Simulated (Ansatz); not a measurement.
Stepwise reaction of `[OH][Ga]([OH])[O][SiH3]` with hydrogen fluoride, as a gas-phase model of exchange steps in deposition or etching. ΔE in kJ/mol.

Isolated molecules relaxed with PBE0-D4/def2-TZVP in Ansatz; ΔE leaves out vibrations. CBS: MP2 limit from def2 TZ/QZ plus the TZ coupled-cluster correction, frozen cores. This one scheme is used for every species. Functionals use def2-TZVPP. B3LYP here is the variant with VWN-RPA as its local correlation; programs differ in this. For Ga outer-core shells are correlated without core-valence functions, which leaves a few kJ/mol of doubt a bond. Scalar relativity is left out up to krypton. One conformer a species, not always the lowest.

| step | reaction | PBE-D4 | B3LYP-D4 | ωB97M-V | CCSD(T)/CBS |
| --- | --- | --- | --- | --- | --- |
| 2 | `[OH][Ga]([F])[O][SiH3]` + H–F → `[F][Ga]([F])[O][SiH3]` + H₂O | -16.7 | -18.8 | -19.4 | -14.1 |

Task: Give the row of step 1, `[OH][Ga]([OH])[O][SiH3]` + H–F → `[OH][Ga]([F])[O][SiH3]` + H₂O. (Estimate.)

Result: The calculation gave: 
| step | reaction | PBE-D4 | B3LYP-D4 | ωB97M-V | CCSD(T)/CBS |
| --- | --- | --- | --- | --- | --- |
| 1 | `[OH][Ga]([OH])[O][SiH3]` + H–F → `[OH][Ga]([F])[O][SiH3]` + H₂O | -23.7 | -25.1 | -25.3 | -19.5 |

Task: By hand: ΔE of the 2 steps together at CCSD(T)/CBS.

Result: (-19.5) + (-14.1) = -33.6 kJ/mol, or -16.8 kJ/mol a step.

In ΔE each step is higher than the one before. All are downhill at CCSD(T)/CBS. PBE-D4 differs from CCSD(T)/CBS by -4.2 to -2.6 kJ/mol a step. Isolated molecules leave out the surface, adducts and barriers. Largest T1 diagnostic: 0.014.
